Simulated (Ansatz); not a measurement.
Calculated with Ansatz (gas phase, PBE0-D4/def2-TZVP geometries, no zero-point term in ΔE). CCSD(T)/CBS is the MP2 limit (def2-TZVPP, def2-QZVPP) plus CCSD(T) − MP2 in def2-TZVPP, frozen cores. Functionals use def2-TZVPP. B3LYP here is the variant with VWN-RPA as its local correlation; programs differ in this. For Ge outer-core shells are correlated without core-valence functions, which leaves a few kJ/mol of doubt a bond. Scalar relativity is left out up to krypton. Each species was taken in one conformer, which may not be the lowest.

Consider the redistribution: `N[Si](Cl)(Cl)Cl` + `C[O][Ge][NH2]` → `N[Si](N)(Cl)Cl` + `C[O][Ge][Cl]`.

`N[Si](Cl)(Cl)Cl`:

```xyz
7

N     0.923   -0.015    0.639
Si   -0.446   -0.065   -0.339
Cl   -1.554    1.650   -0.384
Cl    0.150   -0.433   -2.247
Cl   -1.665   -1.538    0.347
H     0.842   -0.076    1.641
H     1.751    0.476    0.343
```

`C[O][Ge][NH2]`:

Cartesian coordinates in Å:
```
C 0.535 -0.292 1.628
O 0.124 -0.335 0.286
Ge -0.307 1.171 -0.595
N -0.691 0.291 -2.132
H 0.557 0.729 2.035
H -0.146 -0.885 2.247
H 1.540 -0.715 1.725
H -1.000 0.747 -2.974
H -0.613 -0.711 -2.219
```

`N[Si](N)(Cl)Cl`:

Z-matrix (Å, degrees):
```
Si
N 1 1.689
Cl 1 2.056 2 104.7
N 1 1.689 2 109.0 3 125.5
Cl 1 2.056 2 116.6 3 -116.3
H 2 1.006 1 120.6 3 31.9
H 2 1.007 1 120.0 3 -179.4
H 4 1.007 1 120.0 2 -53.9
H 4 1.006 1 120.6 2 157.4
```

`C[O][Ge][Cl]`:

```xyz
7

C     0.270    0.807    0.136
O    -0.739    0.234   -0.665
Ge   -1.261   -1.431   -0.915
Cl    0.128   -2.529    0.415
H     0.966    1.354   -0.506
H     0.823    0.052    0.701
H    -0.187    1.513    0.834
```

```csv
level,ΔE (kJ/mol),difference from CCSD(T)/CBS
revPBE-D4,-50.6,-3.2
BLYP-D4,-56.9,-9.5
r2SCAN0-D4,-50.0,-2.6
PBE,-50.5,-3.1
B3LYP,-56.0,-8.6
r2SCANh,-49.3,-1.9
CAM-B3LYP,-53.5,-6.1
LC-ωPBE,-44.7,2.7
RPA@PBE/def2-TZVPP,-43.4,4.0
MP2/def2-SVP,-38.8,8.6
CCSD/def2-SVP,-42.4,5.0
CCSD(T)/def2-SVP,-41.4,6.0
MP2/def2-TZVPP,-42.7,4.7
CCSD(T)/def2-TZVPP,-45.8,1.6
MP2/def2-QZVPP,-43.6,3.8
SCS-MP2/def2-QZVPP,-45.1,2.3
CCSD(T)/CBS,-47.4,0
```

Largest T1 diagnostic among the species: 0.015.

In def2-TZVPP, CCSD(T) changes the Hartree–Fock value by +10.9 kJ/mol (the triples alone add +0.7 kJ/mol) and MP2 by +14.0 kJ/mol. At CCSD(T), def2-SVP lies +6.0 kJ/mol from the extrapolated value and def2-TZVPP +1.6 kJ/mol. Leaving LDA and LC-ωPBE aside and taking each functional with its dispersion term where it has one, the values, not all of them listed here, spread over 10.4 kJ/mol, from BLYP-D4 to PBE-QIDH.
